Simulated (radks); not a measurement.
The numbers below are computed, except where a source is named.
Spherical quantum dot in the effective-mass picture: electrons in a parabolic well V = omega^2 r^2 / 2 with omega = 0.142, with a point charge +1 (a donor) at the centre, all in effective atomic units (hartree* = m*/eps^2 hartree, bohr* = eps/m* bohr), one dielectric constant everywhere. Level of theory: non-relativistic Kohn-Sham, r2SCAN, spin-polarised, spherical densities, generalised Kohn-Sham scheme (a radial shooting solver with Libxc functionals). Levels are named by radial order and angular momentum (1s, 1p, 1d, 2s, ...), and open shells are averaged over m. Each electron was tried in the lowest free levels, single moves between levels near the top were tried too, and the lowest total energy was kept; such a search can miss a lower state. At N = 1 the Hartree and exchange-correlation terms need not cancel, so that row can carry a self-interaction error.

N	open shells	2S	E (hartree*)	addition energy mu(N+1) - mu(N) (hartree*)	rms radius (bohr*)
1	1s(up 1, down 0)	1	-0.471697	0.5399	1.618
2	none	0	-0.403511	0.4945	2.174
3	1p(up 1, down 0)	1	0.159167	0.1528	3.242
4	1p(up 2, down 0)	2	0.874605	0.1578	3.819
5	1p(up 3, down 0)	3	1.74787	0.1787	4.240
6	1p(up 3, down 0) 2s(up 1, down 0)	4	2.79983	0.1723	4.654
7	1p(up 3, down 1) 2s(up 1, down 0)	3	4.02406	0.1251	4.967
8	1p(up 3, down 2) 2s(up 1, down 0)	2	5.37337	0.1254	5.236
9	2s(up 1, down 0)	1	6.84809	0.1521	5.478
10	none	0	8.47493	0.1605	5.728
11	1d(up 1, down 0)	1	10.2623	0.1124	5.961
12	1d(up 2, down 0)	2	12.1621	0.1113	6.173
13	1d(up 3, down 0)	3	14.1732	0.1098	6.368
14	1d(up 4, down 0)	4	16.2940	0.1081	6.549
15	1d(up 5, down 0)	5	18.5230	0.1397	6.719
16	1d(up 5, down 1)	4	20.8916	0.09948	6.885
17	1d(up 5, down 2)	3	23.3597	0.09946	7.041
18	1d(up 5, down 3)	2	25.9273	0.09887	7.189
19	1d(up 5, down 4)	1	28.5937	0.09798	7.331
20	none	0	31.3582	0.1526	7.467
21	1f(up 1, down 0)	1	34.2752	0.09206	7.608
22	1f(up 2, down 0)	2	37.2843	0.09158	7.743
23	1f(up 3, down 0)	3	40.3849	0.09093	7.872
24	1f(up 4, down 0)	4	43.5765	0.09019	7.996
25	1f(up 5, down 0)	5	46.8583	0.08939	8.116
26	1f(up 6, down 0)	6	50.2295	0.08857	8.231
27	1f(up 7, down 0)	7	53.6892	0.1196	8.343
28	1f(up 7, down 1)	6	57.2685	-	8.453

All shells are closed at N = 2, 10, 20 (there: 1s2 1p6 1d10 2s2); the second difference of the energy has clear peaks (12 % above both neighbours; the first and last values, which can be the largest, are not judged, and half-filled shells can peak too) at N = 15, 20.
